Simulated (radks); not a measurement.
Values are calculated unless marked as measured or tabulated.
Species: N1.25+. Configuration: [He] 2s2 2p(up 1.75, down 0) (fractional occupations, a model configuration). Level of theory: non-relativistic Kohn-Sham, r2SCAN, spin-polarised, spherical densities, point nucleus; meta-GGA in the generalised Kohn-Sham scheme (a radial shooting solver on a logarithmic mesh with Libxc functionals).

Unscreened Slater integrals over Kohn-Sham orbitals (eV). They are taken over the spin-up orbitals.

F0(2p,2p): 20.559
F2(2p,2p): 9.4875
F0(2p,2s): 20.386
G1(2p,2s): 12.528
F0(2p,1s): 28.997
G1(2p,1s): 3.2116
F0(2s,2s): 20.365
F0(2s,1s): 28.713
G0(2s,1s): 2.2081
F0(1s,1s): 111.72

Derived for the open shells (J is the average intra-shell exchange parameter used in DFT+U). 2p: J = F2/5 = 1.897 eV.
